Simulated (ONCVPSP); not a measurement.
**How hard is this argon ONCV potential?**

| Quantity | Value |
| --- | --- |
| Element | argon (Ar) |
| Generator | ONCVPSP 4.0.1 |
| Type | optimised norm-conserving Vanderbilt (ONCV) |
| Functional | LDA (Perdew-Zunger) |
| Relativity | scalar-relativistic |
| Frozen core | [Ne] |
| Valence charge | 8 |
| Reference configuration | 3s2 3p6 |
| Partial waves | 3s: rc 1.30 bohr, ncon 4, nbas 7, qcut 6.3 1/bohr, 2 projectors, debl 3.2 Ha; 3p: rc 1.10 bohr, ncon 4, nbas 8, qcut 6.6 1/bohr, 2 projectors, debl 2.1 Ha |
| Local potential | polynomial inside 0.90 bohr (lpopt 5, dvloc0 0 Ha) |
| Core correction | Teter function, fcfact 1.75, rcfact 1.25 |

Task: For each optimised wave give the share of its norm inside rc, the residual kinetic energy above qcut (Ha) and the cutoffs (Ha) for errors of 10, 1, 0.1 and 0.01 mHa per electron.

Result:

```csv
wave,norm inside rc,residual KE,10 mHa,1 mHa,0.1 mHa,0.01 mHa
3s,0.474,6.3e-04,13.8,18.8,54.2,71.2
s projector 2,0.076,7.5e-04,13.9,19.2,35.8,88.1
3p,0.217,1.6e-04,6.7,12.8,25.4,150.3
p projector 2,0.136,5.3e-03,8.9,131.2,219.7,268.6
```

The occupied waves need 19 Ha and 54 Ha for 1 and 0.1 mHa. The cutoffs count occupied waves only; projector 2 of the p channel, the hardest unoccupied one, needs 131 Ha at the loose tolerance.
